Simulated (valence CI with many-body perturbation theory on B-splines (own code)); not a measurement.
## Run record, Zr27+

Computed by configuration interaction combined with many-body perturbation theory (CI+MBPT): three valence electrons over a frozen Dirac-Fock core [Ne], radial functions for each j: 11 s, 11 p, 10 d, 8 f, 5 g, 2 h, with the one-electron correlation potential Σ1 (screened to all orders), the two-electron term Σ2, the three-electron term Σ3, Breit, model QED; selected single and double excitations, second order for the rest, scaled by the run's own slope (own B-spline code, finite nucleus).

Command, and the settings that its task file holds:

```sh
python run_cv.py task.json out
```

```
atom Zr  Z=40  mass_number=90  rms_radius_fm=4.2694
core [Ne]
valence 3s2 3p1
avg = 1
basis = M
breit = 1
cap = 32000
capref = 2000
cscale = 1
de = 0.0
dress = 0
eps = 2e-08
extrap = 1
h = 0.27
hh = 1
l2 = 3
lcore = 6
maxit = 60
n2 = 5
natural = 1
nlev = 150
nno = [5, 5, 5, 4, 2, 1]
nroot = 36
nsp = [6, 6, 5, 4, 3, 1]
pt2 = 1
qed = 1
rpa = 1
s1 = 1
s2 = 1
s3 = 1
screen = 1
tol = 2e-05
whole = 1
```

Question: Roughly how long does this run take on one core of Arm Neoverse V2, and how much memory?

Answer: 57 s on 1 thread of Arm Neoverse V2, on a shared host, peak memory 0.7 GiB.

Log. The first blocks belong to the next ion, which gives the ionisation energy. Fields: 2J, parity (1 odd), roots, reference size, generating configurations, candidates as configurations/state functions, variational space P, stored matrix elements, Davidson steps; e2 is the range of second-order energies in hartree. The first line gives the box (bohr), its intervals, the orbitals and the steps of their self-consistent field. Window is the range of levels sought, series limit the energy at which the first omitted orbital would enter, core excitation an estimate of the first excitation out of the core, left out the lowest levels not solved, and shifts from estimates the range by which levels moved from their first estimate, all in cm⁻¹.

```
rmax 6.7 intervals 61 orbitals 83 references ['3s2 3p', '3s 3p2', '3s2 3d', '3p3', '3s 3p 3d'] scf 3 t 0.9
2J=0 par=0 roots 2 ref 18 generators 4 cand 385/385 P 403/403 nnz 0 it 0
2J=0 par=0 roots 2 ref 18 generators 7 cand 11/11 P 414/414 nnz 0 it 0
   second order: generators 7 cand 2/2 e2 -0.00000 -0.00000
reference levels 1222, estimated 541, window 5351212 1/cm; series limit 9573464, core excitation 17202446
2J=1 par=1 roots 17 ref 90 generators 28 cand 1925/3004 P 4245/6390 nnz 4.7e+06 it 5
2J=1 par=1 roots 17 ref 90 generators 33 cand 3195/4870 P 7440/11260 nnz 1.2e+07 it 5
   second order: generators 59 cand 11746/18549 e2 -0.00003 -0.00000
2J=3 par=1 roots 25 ref 146 generators 30 cand 882/2065 P 3395/7231 nnz 6.7e+06 it 5
2J=3 par=1 roots 25 ref 146 generators 42 cand 4738/10156 P 8133/17387 nnz 3.1e+07 it 7
   second order: generators 65 cand 13618/31551 e2 -0.00006 -0.00000
2J=1 par=0 roots 15 ref 93 generators 23 cand 1858/2940 P 4186/6391 nnz 4.8e+06 it 5
2J=1 par=0 roots 15 ref 93 generators 31 cand 2755/4226 P 6941/10617 nnz 1.1e+07 it 7
   second order: generators 52 cand 10162/16221 e2 -0.00004 -0.00000
2J=3 par=0 roots 22 ref 147 generators 25 cand 886/2067 P 3338/7253 nnz 6.7e+06 it 5
2J=3 par=0 roots 22 ref 147 generators 36 cand 4510/10131 P 7848/17384 nnz 3.2e+07 it 7
   second order: generators 58 cand 11870/27693 e2 -0.00010 -0.00000
2J=5 par=0 roots 21 ref 153 generators 22 cand 756/2058 P 3015/7250 nnz 7.1e+06 it 5
2J=5 par=0 roots 21 ref 153 generators 28 cand 5013/12748 P 8028/19998 nnz 4.2e+07 it 8
   second order: generators 50 cand 11675/31652 e2 -0.00007 -0.00000
2J=5 par=1 roots 20 ref 147 generators 17 cand 758/2038 P 2981/7154 nnz 7e+06 it 5
2J=5 par=1 roots 20 ref 147 generators 32 cand 4312/10364 P 7293/17518 nnz 3.7e+07 it 8
   second order: generators 52 cand 13636/37896 e2 -0.00003 -0.00000
2J=7 par=1 roots 14 ref 115 generators 13 cand 1062/2669 P 2732/6409 nnz 5.9e+06 it 5
2J=7 par=1 roots 14 ref 115 generators 20 cand 4323/11577 P 7055/17986 nnz 3.7e+07 it 7
   second order: generators 41 cand 15678/48059 e2 -0.00007 -0.00000
2J=9 par=1 roots 7 ref 66 generators 9 cand 1641/3828 P 2935/6381 nnz 6.2e+06 it 4
2J=9 par=1 roots 7 ref 66 generators 17 cand 2626/6806 P 5561/13187 nnz 2.1e+07 it 5
   second order: generators 30 cand 9616/27942 e2 -0.00004 -0.00001
2J=7 par=0 roots 12 ref 114 generators 13 cand 1212/3194 P 2664/6379 nnz 6.2e+06 it 5
2J=7 par=0 roots 12 ref 114 generators 24 cand 3960/9947 P 6624/16326 nnz 3.3e+07 it 7
   second order: generators 45 cand 15618/45997 e2 -0.00004 -0.00000
2J=9 par=0 roots 8 ref 72 generators 13 cand 1656/3831 P 2994/6398 nnz 6.3e+06 it 6
2J=9 par=0 roots 8 ref 72 generators 19 cand 2983/7881 P 5977/14279 nnz 2.5e+07 it 7
   second order: generators 36 cand 13189/38763 e2 -0.00008 -0.00000
2J=11 par=1 roots 3 ref 31 generators 7 cand 1713/3879 P 3136/6391 nnz 5.7e+06 it 4
2J=11 par=1 roots 3 ref 31 generators 13 cand 1644/4224 P 4780/10615 nnz 1.4e+07 it 4
   second order: generators 20 cand 7885/22980 e2 -0.00006 -0.00000
2J=11 par=0 roots 2 ref 28 generators 4 cand 1315/3162 P 2736/5736 nnz 4.8e+06 it 4
2J=11 par=0 roots 2 ref 28 generators 8 cand 1098/2852 P 3834/8588 nnz 9.6e+06 it 4
   second order: generators 20 cand 12473/34483 e2 -0.00004 -0.00002
left out: unestimated 7669465, estimated 5764648, shifts from estimates -4 to 123
operators 0.8
```

The Davidson iterations converged.

No measured spectrum was set against this ion. As an estimate, large intervals hold to a few tenths of a per cent, small ones and those within an open d or f shell to about a per cent.

```
Valence energy                            : -165.756 hartree
Ionisation energy                         : 1404.8 eV (NIST: 1392 ± 7 eV (semi-empirical))
Reference configurations for the orbitals : 3s2 3p, 3s 3p2, 3s2 3d, 3p3, 3s 3p 3d
Radial orbitals                           : 83
Box radius                                : 6.73 bohr
Largest variational space                 : 19998
Lowest levels                             : 3s2 3p 2P°_1/2 0, 3s2 3p 2P°_3/2 161740, 3s 3p2 4P_1/2 496160, 3s 3p2 4P_3/2 593030, 3s 3p2 4P_5/2 642330, 3s 3p2 2D_3/2 730430, 3s 3p2 2D_5/2 799930, 3s 3p2 2P_1/2 806770, 3s 3p2 2P_3/2 968340, 3s 3p2 2S_1/2 968930, 3s2 3d 2D_3/2 1035000, 3s2 3d 2D_5/2 1051100, 3p3 2D°_3/2 1277500, 3p3 2D°_5/2 1365200 cm⁻¹
```

Names give the largest LS component (configuration and term), which can be under half, so a name can repeat, a term be missing and a line seem to break the LS rules; names also repeat where a configuration has a term twice.
